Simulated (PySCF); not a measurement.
C4H12OSi. Atoms are numbered in the order given.

```xyz
18

C     -3.2636     0.2689    -0.0280
C     -1.8280     0.6897    -0.2735
O     -1.0847    -0.4459    -0.6549
C      0.2938    -0.1996    -0.8775
Si     1.3474    -0.2852     0.7157
C      3.1523     0.0955     0.3140
H     -3.6894    -0.1884    -0.9344
H     -3.8804     1.1374     0.2506
H     -3.3143    -0.4721     0.7845
H     -1.7796     1.4604    -1.0727
H     -1.4013     1.1542     0.6387
H      0.4499     0.7662    -1.4032
H      0.6549    -0.9826    -1.5677
H      0.8361     0.6879     1.7274
H      1.2206    -1.6549     1.2950
H      3.7820     0.0231     1.2150
H      3.2603     1.1141    -0.0927
H      3.5485    -0.6126    -0.4318
```
Charge 0, spin multiplicity 1.

Geometry: B3LYP-D3(BJ)/def2-SVP. One conformer was computed; it need not be the lowest.

Calculation: SMD-PBE0/def2-SVP (PySCF).

Solvation free energies are E(SMD) − E(gas) at the gas-phase geometry, for 1 M in both phases. In vacuum the dipole moment is 1.49 D.

Computed solvation free energies in water, dimethylsulfoxide, 2-propanol:
| solvent | ΔG(solv) (kcal/mol) | its non-electrostatic (CDS) part | dipole (D) |
|---|---|---|---|
| water | 0.0 | 4.7 | 2.23 |
| dimethylsulfoxide | -2.0 | 0.9 | 2.04 |
| 2-propanol | -3.9 | -0.1 | 2.12 |
